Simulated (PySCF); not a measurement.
Unrelated species, one level of theory. Method: PySCF 2.14.0, density-fitted response routines, TDDFT B3LYP/def2-SVPD, vertical, gas phase, core orbitals frozen in the response. Geometries: GFN2-xTB; one conformer of each isolated species. Triplets are in the Tamm–Dancoff approximation.

Task: Rank by computed HOMO energy, highest first.
A. `C1=CP2C=CC1C=C2`
B. `[SiH3]C[C@H]1C[SiH2][SiH2]1`
C. `C(O[SiH2]SC)=O`
D. `O(C)C(=S)O[SiH3]`
E. `C/C=C/P1CC(F)C1`

Result: E (-6.26 eV), A (-6.41 eV), D (-6.64 eV), C (-6.91 eV), B (-7.39 eV).

```
                     SMILES  HOMO (eV)  S1 (eV)  α (au)  gap (eV)  f (S1)       S1 mainly
            C/C=C/P1CC(F)C1      -6.26     5.16    98.5      5.78   0.110       H→L (89%)
            C1=CP2C=CC1C=C2      -6.41     4.57    92.1      5.42   0.001  H→L/L+1 (≥95%)
             COC(=S)O[SiH3]      -6.64     4.09    80.4      5.50   0.000      H→L (100%)
               CS[SiH2]OC=O      -6.91     5.17    77.8      6.20   0.001     H→L+1 (98%)
[SiH3]C[C@H]1C[SiH2][SiH2]1      -7.39     6.16   119.7      7.07   0.005     H→L+1 (49%)
```

H and L stand for HOMO and LUMO. A slash joins orbitals within 0.01 eV of each other, whose weights are summed (≥ marks a lower bound).
